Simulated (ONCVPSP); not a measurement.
# C (Z = 6), ONCV: configuration errors across variants

```json
{
  "Element": "carbon",
  "Generator": "ONCVPSP 4.0.1",
  "Type": "optimised norm-conserving Vanderbilt (ONCV)",
  "Functional": "PBE",
  "Relativity": "fully relativistic",
  "Frozen core": "[He]",
  "Valence charge": "4",
  "Reference configuration": "2s2 2p2",
  "Partial waves": "2s: rc 0.95 bohr, ncon 4, nbas 9, qcut 8.8 1/bohr, 2 projectors, debl 0.7 Ha; 2p: rc 1.95 bohr, ncon 4, nbas 8, qcut 5.9 1/bohr, 1 projector",
  "Local potential": "polynomial inside 0.70 bohr (lpopt 5, dvloc0 0 Ha)",
  "Core correction": "polynomial model core, fcfact 0.55"
}
```

Open shells are filled in proportion to 2j + 1.

All-electron excitation energies from the reference (eV): (1) 2s2 2p1 10.861; (2) 2s2 2p0 35.017; (3) 2s1 2p0 83.211; (4) 2s2 2p1.5 3.963.

A true bound ghost makes a file unfit for plane-wave use even where its test errors are small: the radial tests pick states by their node count and pass the ghost by.

Errors AE − PS in meV (a dash: test not solved or not reliable):

| change | (1) | (2) | (3) | (4) | bound ghosts | GHOST(+) flags above zero |
| --- | --- | --- | --- | --- | --- | --- |
| base | +30 | +307 | +645 | +3.9 | none | s |
| s: qcut 6; p: qcut 4 | +60 | +577 | +1146 | +8.1 | none | s, p3/2, p1/2 |
| s: qcut 7.5; p: qcut 5 | +41 | +405 | +833 | +5.4 | none | s |
| s: qcut 8.6; p: qcut 5.8 | +31 | +316 | +664 | +4.0 | none | s |
| s: qcut 9.8; p: qcut 6.6 | +23 | +247 | +533 | +3.0 | s | none |
| s: qcut 10.6; p: qcut 7.1 | +21 | +219 | +479 | +2.6 | s | none |
| s: qcut 11.8; p: qcut 7.9 | +17 | +184 | +408 | +2.2 | s | none |
| s: qcut 12.8; p: qcut 8.6 | +14 | +158 | +354 | +1.8 | s | none |

(1) Give the same row for: s: qcut 6.7; p: qcut 4.5.

Results:

(1) +49, +479, +971, +6.5; bound ghosts: none; GHOST(+) flags above zero: s.
